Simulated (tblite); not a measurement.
Species: C8H10.
SMILES with atom numbers: `[CH:1]#[C:2]/[CH:3]=[CH:4]/[CH2:5][CH2:6][CH:7]=[CH2:8]` (hydrogens: H9 on C1; H10 on C3; H11 on C4; H12, H13 on C5; H14, H15 on C6; H16 on C7; H17, H18 on C8)

Computed with GFN2-xTB (tblite), gas phase: nudged elastic band of 9 images (0 to 8), spring 0.2 eV/Å², climbing image at the end, force threshold 0.05 eV/Å. The top image wasn't refined or checked by frequencies; at this threshold it can lie a kcal/mol or more above the true saddle point of the method.

The band describes a rotation about C5–C6 (allylic carbon, allylic carbon), followed by the dihedral C4–C5–C6–C7, from the optimised start (66°) to a second optimised geometry at -179°.

**Question.** How does the energy change from image to image?

**Answer.** 
| image | dihedral (°) | E (kJ/mol) | C5–C6 (Å) | C4···C7 (Å) | largest true force (eV/Å) |
| --- | --- | --- | --- | --- | --- |
| 0 | 66 | 0.00 | 1.539 | 3.03 | 0.01 |
| 1 | 80 | 2.07 | 1.541 | 3.18 | 0.05 |
| 2 | 95 | 5.96 | 1.545 | 3.33 | 0.06 |
| 3 | 109 | 9.41 | 1.549 | 3.48 | 0.05 |
| 4 | 124 | 10.42 | 1.549 | 3.60 | 0.03 |
| 5 | 139 | 8.52 | 1.547 | 3.70 | 0.04 |
| 6 | 153 | 5.01 | 1.543 | 3.77 | 0.04 |
| 7 | 167 | 1.94 | 1.540 | 3.81 | 0.04 |
| 8 | -179 | 0.75 | 1.539 | 3.82 | 0.01 |

Barriers of this band. The top is image 4 at 124°: 10.42 kJ/mol forward and 9.67 kJ/mol back; the end lies 0.75 kJ/mol above the start. The central bond is 0.010 Å longer at the top than at the start.

**Question.** What rate follows at 350 K for crossing this barrier forward?

**Answer.** Taking the electronic barrier for the free energy of activation (no zero-point or entropy terms, transmission 1), rate = (kT/h)·exp(−ΔE/kT) ≈ 2 × 10^11 s⁻¹, whose inverse is 5 × 10^-12 s. An error of 1 kcal/mol in the barrier changes this by a factor of 4, and the method and the loose band can each miss by that much or more. The barrier is only 3.6 kT, where transition-state theory is rough.

**Question.** How would the two end points share their population at 350 K, from these energies alone?

**Answer.** exp(−ΔE/kT) with ΔE = 0.008 eV gives 0.77 for the higher one (end) against 1 for the lower, without vibrational, rotational or degeneracy terms. GFN2-xTB can put conformers this close in the wrong order.

What follows is the cost of the whole band run. Rough CPU time on one thread of a shared machine: about 12 s.
